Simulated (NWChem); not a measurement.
System: vinylidene fluoride (C2H2F2); SMILES C=C(F)F

```xyz
6

C      0.0149    -1.3857     0.0000
C      0.0007    -0.0629     0.0000
F     -1.0932     0.6865     0.0000
F      1.0784     0.7097     0.0000
H      0.9572    -1.9159     0.0000
H     -0.9158    -1.9361     0.0000
```
Atoms are numbered in this order, from 1.

Program: NWChem. Geometry: optimised at B3LYP/6-31G* (spherical d). GIAO values for the isolated, static molecule; σ is the absolute isotropic shielding, δ = σ(reference) − σ with the isolated reference molecule computed at the same levels (13C: tetramethylsilane, 19F: trichlorofluoromethane, 1H: tetramethylsilane).

For level KT2/pcSseg-1:

```yaml
"δ C1 (ppm)": 58.2
"δ C2 (ppm)": 167.0
"δ F3 (ppm)": -106.6
"δ H5 (ppm)": 3.59
```

Question: How do the values read with level PBE0/pcSseg-1 instead?

Answer: The δ C1 (ppm) is 67.5. The δ C2 (ppm) comes out as 173.7, the δ F3 (ppm) is -81.3 and the δ H5 (ppm) is 3.92.
